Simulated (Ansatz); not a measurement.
C2H5FSi (`FC1C[SiH2]1`), relaxed with RKS PBE-D4/def2-SVP in Ansatz from a rough embedded geometry. The force threshold is 0.03 eV/Å; the program also tests the step.

Charge 0, multiplicity 1.

Start:

```xyz
9

F    -0.408   -0.599   -1.905
C    -0.403    0.261   -0.857
C    -0.672   -0.343    0.435
Si    1.069    0.270    0.237
H    -0.879    1.214   -1.093
H    -0.731   -1.444    0.519
H    -1.219    0.181    1.233
H     1.266    1.392    1.170
H     1.979   -0.931    0.261
```

```
step  energy (eV)  largest force (eV/Å)  largest move (Å)
   1  -12732.3552                 2.451             0.000
   2  -12732.6335                 1.475             0.165
   3  -12732.7046                 0.249             0.144
   4  -12732.7118                 0.080             0.037
   5  -12732.7132                 0.066             0.029
   6  -12732.7139                 0.080             0.021
   7  -12732.7144                 0.029             0.011
```

End:

```xyz
9

F    -0.440   -0.581   -1.933
C    -0.382    0.247   -0.836
C    -0.712   -0.377    0.518
Si    1.075    0.218    0.378
H    -0.865    1.223   -1.042
H    -0.815   -1.477    0.489
H    -1.477    0.112    1.145
H     1.509    1.483    1.046
H     2.106   -0.850    0.234
```

Run time 11 s (2 threads of an Arm Neoverse V1 on a shared host); peak host memory 0.12 GiB.
